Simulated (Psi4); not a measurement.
Cl2CrO2, singlet, at a GFN2-xTB geometry (such geometries of metal compounds can be far from the true shape); PBE0/STO-3G (Psi4).

Input for Psi4:
```
memory 2 GB

molecule mol {
0 1
Cr    0.361620   -0.063061    0.116552
O     1.440452   -0.592340   -0.864084
O     0.790453    0.203307    1.583117
Cl   -0.386161    1.668254   -0.644959
Cl   -1.174200   -1.396152    0.142046
}

set {
  basis sto-3g
  reference rks
  e_convergence 1e-4
}

energy('pbe0')
print_variables()
```

The log (banner, timings and long lists left out):

```
   => Loading Basis Set <=

    Name: STO-3G
    Role: ORBITAL
    Keyword: BASIS

         ---------------------------------------------------------
                                   SCF
               by Justin Turney, Rob Parrish, Andy Simmonett
                          and Daniel G. A. Smith
                              RKS Reference
         ---------------------------------------------------------

  ==> Geometry <==

    Molecular point group: c1
    Full point group: C1

    Geometry (in Angstrom), charge = 0, multiplicity = 1:

       Center              X                  Y                   Z               Mass
    ------------   -----------------  -----------------  -----------------  -----------------
         CR           0.362258034233    -0.063172295821     0.116757691077    51.940506230000
         O            1.441090034233    -0.592451295821    -0.863878308923    15.994914619570
         O            0.791091034233     0.203195704179     1.583322691077    15.994914619570
         CL          -0.385522965767     1.668142704179    -0.644753308923    34.968852682000
         CL          -1.173561965767    -1.396263295821     0.142251691077    34.968852682000

  Running in c1 symmetry.

  Rotational constants: A =      0.10705  B =      0.06960  C =      0.05873 [cm^-1]
  Rotational constants: A =   3209.25226  B =   2086.50479  C =   1760.80969 [MHz]
  Nuclear repulsion =  501.758785462677395

  Charge       = 0
  Multiplicity = 1
  Electrons    = 74
  Nalpha       = 37
  Nbeta        = 37

  ==> Algorithm <==

  SCF Algorithm Type is DF.
  DIIS enabled.
  MOM disabled.
  Fractional occupation disabled.
  Guess Type is SAD.
  Energy threshold   = 1.00e-04
  Density threshold  = 1.00e-06
  Integral threshold = 1.00e-12

  ==> Primary Basis <==

  Basis Set: STO-3G
    Blend: STO-3G
    Number of shells: 24
    Number of basis functions: 46
    Number of Cartesian functions: 47
    Spherical Harmonics?: true
    Max angular momentum: 2

  ==> DFT Potential <==

   => LibXC <=

    Version 7.1.2
    S. Lehtola, C. Steigemann, M. J. T. Oliveira, and M. A. L. Marques,  SoftwareX 7, 1–5 (2018) (10.1016/j.softx.2017.11.002)

   => Composite Functional: PBE0 <=

    PBE0 Hyb-GGA Exchange-Correlation Functional

    C. Adamo and V. Barone,  J. Chem. Phys. 110, 6158 (1999) (10.1063/1.478522)
    M. Ernzerhof and G. E. Scuseria,  J. Chem. Phys. 110, 5029 (1999) (10.1063/1.478401)

    Deriv               =              1
    GGA                 =           TRUE
    Meta                =          FALSE

    Exchange Hybrid     =           TRUE
    MP2 Hybrid          =          FALSE

   => Exchange Functionals <=

    0.7500   Perdew, Burke & Ernzerhof

   => Exact (HF) Exchange <=

    0.2500               HF

   => Correlation Functionals <=

    1.0000   Perdew, Burke & Ernzerhof

   => LibXC Density Thresholds  <==

    XC_HYB_GGA_XC_PBEH:  1.00E-15

   => Molecular Quadrature <=

    Radial Scheme          =       TREUTLER
    Pruning Scheme         =           NONE
    Nuclear Scheme         =       TREUTLER

    Blocking Scheme        =         OCTREE
    BS radius alpha        =              1
    Pruning alpha          =              1
    Radial Points          =             75
    Spherical Points       =            302
    Total Points           =         103149
    Total Blocks           =            838
    Max Points             =            256
    Max Functions          =             41
    Weights Tolerance      =       1.00E-15

   => Loading Basis Set <=

    Name: (STO-3G AUX)
    Role: JKFIT
    Keyword: DF_BASIS_SCF

  ==> Integral Setup <==

  SCF_SUBTYPE=INCORE selected. In-core MEM_DF algorithm will be used.
  Using in-core AOs.

  ==> MemDFJK: Density-Fitted J/K Matrices <==

    J tasked:                   Yes
    K tasked:                   Yes
    wK tasked:                   No
    Algorithm:                 Core
    Schwarz Cutoff:           1E-12
    Mask sparsity (%):       9.3573
    Fitting Condition:        1E-10

   => Auxiliary Basis Set <=

  Basis Set: (STO-3G AUX)
    Blend: DEF2-UNIVERSAL-JKFIT
    Number of shells: 184
    Number of basis functions: 674
    Number of Cartesian functions: 873
    Spherical Harmonics?: true
    Max angular momentum: 6

  Minimum eigenvalue in the overlap matrix is 2.0913827250E-01.
  Reciprocal condition number of the overlap matrix is 1.0302774494E-01.
    Using symmetric orthogonalization.

  ==> Pre-Iterations <==

  SCF Guess: Superposition of Atomic Densities via on-the-fly atomic UHF (no occupation information).

   -------------------------
    Irrep   Nso     Nmo
   -------------------------
     A         46      46
   -------------------------
    Total      46      46
   -------------------------

  ==> Iterations <==

                           Total Energy        Delta E     RMS |[F,P]|

   @DF-RKS iter SAD: -2090.46664757753706   -2.09047e+03   0.00000e+00
   @DF-RKS iter   1: -2090.88441516951298   -4.17768e-01   3.03341e-02 ADIIS/DIIS
   @DF-RKS iter   2: -2076.44247867542208    1.44419e+01   8.14431e-02 ADIIS/DIIS
   @DF-RKS iter   3: -2090.73597585530479   -1.42935e+01   3.97501e-02 ADIIS/DIIS
   @DF-RKS iter   4: -2091.87992257022916   -1.14395e+00   6.53439e-03 ADIIS/DIIS
   @DF-RKS iter   5: -2091.88264186066863   -2.71929e-03   7.59214e-03 ADIIS/DIIS
   @DF-RKS iter   6: -2091.92592104556070   -4.32792e-02   1.46656e-03 ADIIS/DIIS
   @DF-RKS iter   7: -2091.92752629989036   -1.60525e-03   5.72610e-05 DIIS
   @DF-RKS iter   8: -2091.92752882578498   -2.52589e-06   1.78510e-05 DIIS
   @DF-RKS iter   9: -2091.92752895442572   -1.28641e-07   1.25670e-05 DIIS
   @DF-RKS iter  10: -2091.92752904191320   -8.74875e-08   8.13429e-06 DIIS
   @DF-RKS iter  11: -2091.92752909224737   -5.03342e-08   4.89693e-07 DIIS
  Energy and wave function converged.

  ==> Post-Iterations <==

   Electrons on quadrature grid:
      Ntotal   =   74.0000585783 ; deviation = 5.858e-05

    Orbital Energies [Eh]
    ---------------------

    Doubly Occupied:

       1A   -214.222468     2A   -100.643566     3A   -100.643553
       4A    -24.821511     5A    -21.506080     6A    -21.504404
       7A    -21.501725     8A    -19.010744     9A    -19.010662
      10A     -9.348039    11A     -9.347446    12A     -7.094517
      13A     -7.094121    14A     -7.085177    15A     -7.085084
      16A     -7.084150    17A     -7.083739    18A     -3.187062
      19A     -2.141501    20A     -2.140094    21A     -2.136035
      22A     -0.955234    23A     -0.935803    24A     -0.809562
      25A     -0.797847    26A     -0.395334    27A     -0.392452
      28A     -0.377535    29A     -0.375867    30A     -0.362687
      31A     -0.350365    32A     -0.345501    33A     -0.316511
      34A     -0.308480    35A     -0.279839    36A     -0.278377
      37A     -0.249745

    Virtual:

      38A     -0.050981    39A     -0.005900    40A     -0.001409
      41A      0.056559    42A      0.060131    43A      0.305779
      44A      0.408630    45A      0.428359    46A      0.511106

    Final Occupation by Irrep:
              A
    DOCC [    37 ]
    NA   [    37 ]
    NB   [    37 ]

  @DF-RKS Final Energy: -2091.92752909224737

   => Energetics <=

    Nuclear Repulsion Energy =            501.7587854626773947
    One-Electron Energy =               -3880.2613846068411476
    Two-Electron Energy =                1378.1106907850919470
    DFT Exchange-Correlation Energy =     -91.5356207331753069
    Empirical Dispersion Energy =           0.0000000000000000
    VV10 Nonlocal Energy =                  0.0000000000000000
    Total Energy =                      -2091.9275290922473687

Computation Completed

Properties will be evaluated at   0.000000,   0.000000,   0.000000 [a0]

Properties computed using the SCF density matrix

 Multipole Moments:

 ------------------------------------------------------------------------------------
     Multipole            Electronic (a.u.)      Nuclear  (a.u.)        Total (a.u.)
 ------------------------------------------------------------------------------------

 L = 1.  Multiply by 2.5417464519 to convert [e a0] to [Debye]
 Dipole X            :          0.3928922            0.0891904            0.4820826
 Dipole Y            :         -0.0685170           -0.0155522           -0.0840692
 Dipole Z            :          0.1266310            0.0287468            0.1553778
 Magnitude           :                                                    0.5134331

 ------------------------------------------------------------------------------------

  Variable Map:
  ----------------------------------------------------------------------------
  "CURRENT ENERGY"              =>   -2091.927529092247
  "CURRENT REFERENCE ENERGY"    =>   -2091.927529092247
  "DD SOLVATION ENERGY"         =>       0.000000000000
  "DFT FUNCTIONAL TOTAL ENERGY" =>   -2091.927529092247
  "DFT TOTAL ENERGY"            =>   -2091.927529092247
  "DFT VV10 ENERGY"             =>       0.000000000000
  "DFT XC ENERGY"               =>     -91.535620733175
  "GRID ELECTRONS ALPHA"        =>      37.000029289160
  "GRID ELECTRONS BETA"         =>      37.000029289160
  "GRID ELECTRONS TOTAL"        =>      74.000058578321
  "NUCLEAR REPULSION ENERGY"    =>     501.758785462677
  "ONE-ELECTRON ENERGY"         =>   -3880.261384606841
  "PCM POLARIZATION ENERGY"     =>       0.000000000000
  "PE ENERGY"                   =>       0.000000000000
  "SCF ITERATION ENERGY"        =>   -2091.927529092247
  "SCF ITERATIONS"              =>      11.000000000000
  "SCF TOTAL ENERGY"            =>   -2091.927529092247
  "TWO-ELECTRON ENERGY"         =>    1378.110690785092
  "XC GRID RADIAL POINTS"       =>      75.000000000000
  "XC GRID SPHERICAL POINTS"    =>     302.000000000000
  "XC GRID TOTAL POINTS"        =>  103149.000000000000

  Array Variable Map:
  ----------------------------------------------------------------------------
  "CURRENT DIPOLE"              =>       0.482082576254 ... 0.155377761944 1 by 3
  "SCF DIPOLE"                  =>       0.482082576254 ... 0.155377761944 1 by 3
  "SCF TOTAL ENERGIES"          =>   -2090.466647577537 ... -2091.927529092247 1 by 12
```
